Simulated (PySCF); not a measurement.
## Vibration and rotation of SeCl

UHF-CCSD(T) constants of SeCl, ²Π (doublet), unpaired electrons π ↑ (PySCF, no relativity, basis sets Se 6-31G(d,p), Cl 6-31G(d,p); masses 79.9165 and 34.9689 u):

| Quantity | Value |
| --- | --- |
| ωe | 423.3 cm⁻¹ |
| ωexe | 1.69 cm⁻¹ |
| Be | 0.14753 cm⁻¹ |
| αe | 0.000787 cm⁻¹ |
| D (centrifugal) | 7.17e-08 cm⁻¹ |
| De to Se + Cl | 2.05 eV |

Q: Give the vibrational terms G(v) and spacings up to v = 6.

A: G(v) = ωe(v+½) − ωexe(v+½)².

| v | G(v) (cm⁻¹) | G(v) − G(v−1) | Bv (cm⁻¹) |
| --- | --- | --- | --- |
| 0 | 211 |  | 0.1471 |
| 1 | 631 | 420 | 0.1463 |
| 2 | 1048 | 417 | 0.1456 |
| 3 | 1461 | 413 | 0.1448 |
| 4 | 1871 | 410 | 0.1440 |
| 5 | 2277 | 406 | 0.1432 |
| 6 | 2680 | 403 | 0.1424 |

Q: How well does the Morse estimate ωe²/(4ωexe) reproduce De, and what is D0?

A: It gives 3.29 eV, 160 % of the computed De. D0 = De − G(0) = 2.05 − 0.03 = 2.02 eV.

Correlated steps freeze 14 core orbitals. Correlated levels converge slowly with the basis: in double zeta they bind strong bonds too weakly, by up to about 1 eV, and carry superposition errors of some tenths. Spin–orbit coupling is left out. The state is the lowest determinant that a PBE0 search found; another state may lie lower at other levels.
